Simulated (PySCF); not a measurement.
Run record: excited-state job, `C/N=C\C#CCN`.

Method: TDDFT PBE0/def2-SVPD, vertical, gas phase, core orbitals frozen in the response (PySCF 2.14.0, density-fitted response routines). Geometry: GFN2-xTB. The command runs a driver script over a list of jobs; the input below is this job's line of settings and its coordinates in Å.

Command:
```bash
OMP_NUM_THREADS=1 python probes_run.py task.json out
```

Input:
```
{"job": {"kind": "uv", "xc": "PBE0", "basis": "def2-SVPD", "nstates": 6, "ntriplets": 2}, "charge": 0, "multiplicity": 1}
C     -2.765494    -0.235263    -0.203815
N     -2.412858     1.087354    -0.612537
C     -1.220373     1.499740    -0.568335
C     -0.065149     0.793705    -0.137298
C      0.879386     0.170855     0.280409
C      2.095351    -0.550860     0.629654
N      2.972286    -0.799856    -0.508044
H     -3.484584    -0.151737     0.612993
H     -1.916512    -0.851619     0.117149
H     -3.275297    -0.717361    -1.039902
H     -1.044771     2.519916    -0.899928
H      1.833256    -1.517803     1.073583
H      2.656391     0.027517     1.372411
H      3.257371     0.075991    -0.934433
H      2.486582    -1.342589    -1.215130
```

Q: What does the run print?

A: 
```
coarse grid: 12520 points
cycle   1  E = -304.1030324874  dE =  8.770e-01  |g| = 4.176e-01  |ddm| = 8.329e+00
cycle   2  E = -304.0842639097  dE =  1.877e-02  |g| = 5.257e-01  |ddm| = 3.904e+00
cycle   3  E = -304.1431318877  dE = -5.887e-02  |g| = 1.356e-01  |ddm| = 1.748e+00
cycle   4  E = -304.1470743804  dE = -3.942e-03  |g| = 4.761e-02  |ddm| = 3.971e-01
cycle   5  E = -304.1475990241  dE = -5.246e-04  |g| = 1.227e-02  |ddm| = 1.482e-01
cycle   6  E = -304.1476277711  dE = -2.875e-05  |g| = 5.901e-03  |ddm| = 3.910e-02
cycle   7  E = -304.1476355317  dE = -7.761e-06  |g| = 2.201e-03  |ddm| = 1.528e-02
final grid: 121000 points
cycle   8  E = -304.1854657793  dE = -2.615e-05  |g| = 8.043e-03  |ddm| = 1.642e-01
cycle   9  E = -304.1854466999  dE =  1.908e-05  |g| = 1.203e-02  |ddm| = 5.406e-02
cycle  10  E = -304.1854796651  dE = -3.297e-05  |g| = 2.971e-03  |ddm| = 2.815e-02
cycle  11  E = -304.1854818979  dE = -2.233e-06  |g| = 3.927e-04  |ddm| = 5.158e-03
cycle  12  E = -304.1854819337  dE = -3.583e-08  |g| = 1.163e-04  |ddm| = 1.047e-03
cycle  13  E = -304.1854819368  dE = -3.150e-09  |g| = 2.798e-05  |ddm| = 3.971e-04
cycle  14  E = -304.1854819370  dE = -1.272e-10  |g| = 1.535e-05  |ddm| = 1.161e-04
converged SCF energy = -304.1854819370

Static polarisability (au): isotropic 81.259, principal 57.134 69.221 117.421

Singlet excitations
state   eV       nm        f      main configurations
  1   4.3487    285.1   0.00318   H-1->L 0.89, H->L 0.09
  2   5.0224    246.9   0.02458   H-2->L 0.48, H-3->L 0.27, H->L 0.23
  3   5.2828    234.7   0.21582   H->L 0.61, H-3->L 0.17
  4   5.9630    207.9   0.07408   H-3->L 0.50, H-2->L 0.37
  5   6.4196    193.1   0.01472   H->L+1 0.60, H->L+2 0.25
  6   6.5217    190.1   0.00562   H->L+2 0.53, H->L+1 0.29

Triplet excitations (Tamm-Dancoff, eV): 3.5597 3.6193
```

The SCF starts on a coarse grid where the log names one; the energy can jump when the final grid takes over, and dE then counts from the start density on the new grid. H and L stand for HOMO and LUMO; the number after each pair is its weight.

Q: Give the mean polarisability as a volume in Å³, and the ratio of the largest to the smallest principal value.

A: 81.259 au × 0.148185 = 12.04 Å³; 117.421/57.134 = 2.06.

In short: HOMO -7.23 eV, LUMO -1.21 eV; lowest singlet 4.35 eV; lowest triplet 3.56 eV (Tamm–Dancoff); mean polarisability 81.3 au.

Q: Estimate the wall time. Hardware: one thread, Arm Neoverse V1 (aarch64), no GPU, shared host. And the peak memory of the process?

A: About 26 s, with 0.84 GiB resident at the peak, the Python interpreter and its libraries included.

One conformer stands for the species.
Labels such as C1 count atoms from 1, the log's own numbers from 0.
